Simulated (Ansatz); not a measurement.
Input for Ansatz (a first-principles code): U-B3LYP/aug-cc-pVTZ on BeH2O (SMILES [BeH][OH]), a point of a bond scan (R = 1.062 Å).

Ansatz 0.2 input:
```yaml
crystal:
  periodic: [false, false, false]
  atoms:
    - {symbol: Be, position_ang: [-0.78408142, -0.35296304, 0.02982263]}
    - {symbol: H, position_ang: [-1.75305298, -0.78653310, 0.06984367]}
    - {symbol: O, position_ang: [0.51114037, 0.18521819, -0.07360318]}
    - {symbol: H, position_ang: [1.04249858, 0.82503224, 0.38968601]}
basis:
  gaussian:
    orbitals: aug-cc-pVTZ
hamiltonian:
  xc: {name: B3LYP}
magnetization: {spin_polarized: true, initial_magnetization: 0}
```

Output:

```
WARN ansatz: RAYON_NUM_THREADS=1 ignored (pool sized by the plan → 1); use --threads N
Functional definition: B3LYP
integrals: 0.03 GiB planned
533 factors; their error is unknown
mean field: 0.45 GiB planned
mean field evaluation 1: about -2476.6907 eV, gradient 4.4e1 eV
mean field evaluation 2: about -2451.5513 eV, gradient 8.9e1 eV
mean field evaluation 4: about -2482.8672 eV, gradient 1.4e0 eV
mean field evaluation 8: about -2482.8482 eV, gradient 1.7e-2 eV
mean field -2482.84819067 eV, -91.2429880723 hartree, gradient 4.4e-5 eV, S^2 0.000000; 0 other end points of the search recorded, 0 dependent functions left out
reference -2482.84841329 eV, -91.2429962533 hartree; 7, 7 occupied and 131, 131 virtual orbitals, 533 factors
Total energy: -2482.84841329 eV, -91.2429962533 hartree
```

The run converged.

Cost: very roughly 2.0 core-seconds.
